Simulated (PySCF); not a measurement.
Compound: 3-chlorophenol, C₆H₅ClO.
Z-matrix (Å and degrees, GFN2-xTB geometry), rows numbered from 1:
```
O 
C   1  1.3556
C   2  1.3927  1  118.34
C   3  1.3804  2  119.83  1  -179.98
C   4  1.3856  3  120.94  2     0.01
C   5  1.3838  4  118.76  3    -0.10
Cl  6  1.7288  5  119.70  4  -179.77
C   6  1.3845  5  121.31  4     0.14
H   1  0.9650  2  110.18  3  -179.76
H   3  1.0777  2  118.72  1     0.03
H   4  1.0791  3  119.60  2   179.93
H   5  1.0777  4  120.98  3   179.91
H   8  1.0806  2  120.50  1     0.03
```

Computed, not measured: B3LYP/def2-SVPD in PySCF (dipole) on a GFN2-xTB geometry, gas phase.

Masses are those of the commonest isotopes; rigid-rotor values at the optimised geometry. The values belong to one conformer with, in the numbering `[OH:1][c:2]1[cH:3][cH:4][cH:5][c:6]([Cl:7])[cH:8]1`, H–O1–C2–C3 180°.

Q: Give the principal moments of inertia and the rotational constants in GHz.

A: Ia = 145.53, Ib = 418.30, Ic = 563.83 u·Å²; 505379 MHz·u·Å²/I gives 3473, 1208 and 896.3 MHz, that is A = 3.4727, B = 1.2082, C = 0.8963 GHz.

Q: What kind of rotor is it?

A: An asymmetric top. Ray's parameter κ = (2B − A − C)/(A − C) = -0.758; −1 is the prolate and +1 the oblate limit.

Q: What does the inertial defect say?

A: Planar: Δ = Ic − Ia − Ib = 0.00 u·Å². For a rigid frame Δ = −2 Σ m c², so it vanishes when all atoms lie in the ab plane; here none is more than 0.01 Å from it.

Q: Give the coordinates in the principal-axis frame, origin at the centre of mass.

A: The sense of each axis is arbitrary; atoms in the order of the calculation.
| atom | mass (u) | a (Å) | b (Å) | c (Å) |
| --- | --- | --- | --- | --- |
| O1 | 15.995 | 2.585 | -1.339 | 0.000 |
| C2 | 12.000 | 1.557 | -0.455 | 0.000 |
| C3 | 12.000 | 1.856 | 0.905 | -0.002 |
| C4 | 12.000 | 0.834 | 1.833 | -0.001 |
| C5 | 12.000 | -0.492 | 1.432 | 0.002 |
| C6 | 12.000 | -0.778 | 0.078 | 0.002 |
| Cl7 | 34.969 | -2.424 | -0.450 | -0.001 |
| C8 | 12.000 | 0.231 | -0.871 | 0.002 |
| H9 | 1.008 | 2.246 | -2.243 | -0.003 |
| H10 | 1.008 | 2.890 | 1.209 | -0.003 |
| H11 | 1.008 | 1.070 | 2.886 | -0.001 |
| H12 | 1.008 | -1.291 | 2.155 | 0.004 |
| H13 | 1.008 | -0.014 | -1.923 | 0.003 |

Q: List the rotational levels J(Ka,Kc) to J = 3 (MHz).

A: Above 0(0,0):
J = 1: 1(0,1) 2104, 1(1,1) 4369, 1(1,0) 4681
J = 2: 2(0,2) 6283, 2(1,2) 8266, 2(1,1) 9202, 2(2,1) 15995, 2(2,0) 16025
J = 3: 3(0,3) 12479, 3(1,3) 14094, 3(1,2) 15963, 3(2,2) 22309, 3(2,1) 22457, 3(3,1) 34429, 3(3,0) 34430
The levels of one J sum to (2J + 1)J(J + 1)(A + B + C)/3.

Q: Which lines would a microwave search look for?

A: The dipole components are |μa| = 0.80 D, |μb| = 0.44 D, |μc| = 0.00 D; the mirror of this Cs structure is the ab plane, so μc vanishes by symmetry and there are no c-type lines. Intensities carry the squares of the components, which stand as 1.00 : 0.30 (a : b). Some lines, for components of 0.1 D or more:

```json
{"type": "a", "branch": "Q", "J(Ka,Kc)": "1(1,0) ← 1(1,1)", "MHz": "312", "lower level (cm⁻¹)": "0.146"}
{"type": "a", "branch": "Q", "J(Ka,Kc)": "2(1,1) ← 2(1,2)", "MHz": "936", "lower level (cm⁻¹)": "0.276"}
{"type": "b", "branch": "R", "J(Ka,Kc)": "2(0,2) ← 1(1,1)", "MHz": "1914", "lower level (cm⁻¹)": "0.146"}
{"type": "a", "branch": "R", "J(Ka,Kc)": "1(0,1) ← 0(0,0)", "MHz": "2104", "lower level (cm⁻¹)": "0.000"}
{"type": "b", "branch": "Q", "J(Ka,Kc)": "1(1,0) ← 1(0,1)", "MHz": "2576", "lower level (cm⁻¹)": "0.070"}
{"type": "b", "branch": "Q", "J(Ka,Kc)": "2(1,1) ← 2(0,2)", "MHz": "2918", "lower level (cm⁻¹)": "0.210"}
{"type": "a", "branch": "R", "J(Ka,Kc)": "2(1,2) ← 1(1,1)", "MHz": "3897", "lower level (cm⁻¹)": "0.146"}
{"type": "a", "branch": "R", "J(Ka,Kc)": "2(0,2) ← 1(0,1)", "MHz": "4179", "lower level (cm⁻¹)": "0.070"}
{"type": "b", "branch": "R", "J(Ka,Kc)": "1(1,1) ← 0(0,0)", "MHz": "4369", "lower level (cm⁻¹)": "0.000"}
{"type": "a", "branch": "R", "J(Ka,Kc)": "2(1,1) ← 1(1,0)", "MHz": "4521", "lower level (cm⁻¹)": "0.156"}
{"type": "b", "branch": "R", "J(Ka,Kc)": "2(1,2) ← 1(0,1)", "MHz": "6162", "lower level (cm⁻¹)": "0.070"}
{"type": "b", "branch": "Q", "J(Ka,Kc)": "2(2,0) ← 2(1,1)", "MHz": "6824", "lower level (cm⁻¹)": "0.307"}
{"type": "b", "branch": "Q", "J(Ka,Kc)": "2(2,1) ← 2(1,2)", "MHz": "7729", "lower level (cm⁻¹)": "0.276"}
{"type": "b", "branch": "R", "J(Ka,Kc)": "2(2,1) ← 1(1,0)", "MHz": "11314", "lower level (cm⁻¹)": "0.156"}
{"type": "b", "branch": "R", "J(Ka,Kc)": "2(2,0) ← 1(1,1)", "MHz": "11656", "lower level (cm⁻¹)": "0.146"}
```

Stationary, but not proved a minimum. Constants of a rigid frame at the computed geometry: no zero-point averaging, no centrifugal distortion. Quadrupole hyperfine structure (35Cl) is left out.
